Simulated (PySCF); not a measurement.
**Simulated absorption spectrum**

Species: C₂H₄F₂Se.
InChI=1S/C2H4F2Se/c3-2(4)1-5/h2,5H,1H2

Method: TDDFT CAM-B3LYP/def2-SVPD, vertical, gas phase, core orbitals frozen in the response in PySCF. Geometry: PBE0-D3(BJ)/def2-SVP, one conformer, isolated molecule. Relativistic effects, spin–orbit coupling among them, are left out although an element past zinc is present. Torsions of this conformer, `[F:1][CH:2]([F:3])[CH2:4][SeH:5]`: F1–C2–C4–Se5 177°, H–Se5–C4–C2 62°.

Broadening: Gaussians 0.5 eV wide at half height, area fixed by f = 4.319×10⁻⁹ ∫ε dν̃. The width is an assumption, not a result. The curve ends short of the highest state used, and states not computed would add to its high-energy end.

| λ (nm) | ε (L mol⁻¹ cm⁻¹) |
| --- | --- |
| 155.9 | 5651 |
| 161.8 | 4404 |
| 167.7 | 3778 |
| 173.6 | 2903 |
| 179.6 | 1782 |
| 185.5 | 592 |
| 191.4 | 103 |
| 197.3 | 134 |
| 203.3 | 665 |
| 209.2 | 1555 |
| 215.1 | 1901 |
| 221.0 | 1341 |
| 227.0 | 587 |
| 232.9 | 191 |
| 238.8 | 77 |
| 244.7 | 65 |
| 250.7 | 62 |
| 256.6 | 47 |
| 262.5 | 28 |
| 268.4 | 13 |
| 274.4 | 5 |
| 280.3 | 2 |
| 286.2 | 0 |
| 292.1 | 0 |

(1) Locate the maxima and give the states behind the curve.

(2) On this curve, what absorbance would a 10⁻⁵ mol/L sample give at 248 nm over a 1 cm path?

(3) Coming from long wavelengths, where does ε first pass 100 L mol⁻¹ cm⁻¹?

Answers

(1) 246 nm (5.04 eV), ε about 65, made up of S1 (94%) (hardly more than a shoulder); 214 nm (5.79 eV), ε about 1900, made up of S2 (100%) (ε in L mol⁻¹ cm⁻¹; maxima over ε = 5, shares over 10%). At its high-energy end, 7.96 eV, the curve is still rising (ε about 5700, from S6 and S7). The states used: S1 4.99 eV (f 0.0012); S2 5.79 eV (f 0.036); S3 6.97 eV (f 0.025); S4 7.23 eV (f 0.030); S5 7.56 eV (f 0.057); S6 7.95 eV (f 0.048); S7 8.03 eV (f 0.032); S8 8.36 eV (f 0.048); S9 8.46 eV (f 0.110); S10 8.56 eV (f 0.134).

(2) 248 nm is 4.999 eV, where ε is about 64 L mol⁻¹ cm⁻¹, so A = ε c l ≈ 0.00064 (Beer–Lambert, with the gas-phase spectrum and the assumed width).

(3) At about 237 nm (5.24 eV), 0.25 eV above S1.

All these states lie below the vertical ionisation energy of 9.50 eV (ΔSCF).
